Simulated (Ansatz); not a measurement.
H4BNSi, SMILES `B[Si]N` (lower singlet) (charge 0, multiplicity 1). This singlet lies 0.72 eV below the relaxed triplet at the level frozen-core CCSD(T)/cc-pVTZ // PBE0-D3(BJ)/def2-TZVP (Ansatz, an electronic-structure program).

Cartesian coordinates (Å):
SMILES: B[Si]N
```xyz
7

B     -1.4592    -0.0790    -0.0758
Si     0.2655    -1.0588    -0.2273
N      1.4952     0.0812     0.0777
H     -2.0343     0.3166    -1.0537
H     -2.1130    -0.1290     0.9310
H      2.4656    -0.1889     0.0557
H      1.3804     1.0580     0.2924
```
Charge 0, spin multiplicity 1.

The restricted HF start is unstable towards unrestricted orbitals.

Problem. Give the natural occupations of the active orbitals, the CASSCF energy and the corrected energy for Ansatz with frozen-core fic-MRCISD+Q@CASSCF(2e,2o)/cc-pVTZ // PBE0-D3(BJ)/def2-TZVP.

Solution. 
```
Quantity                        Value
-----------------------  ------------
natural occupations        1.93, 0.07
CASSCF energy            -370.4044 Ha
corrected energy         -370.8447 Ha
weight of the reference         0.881
```
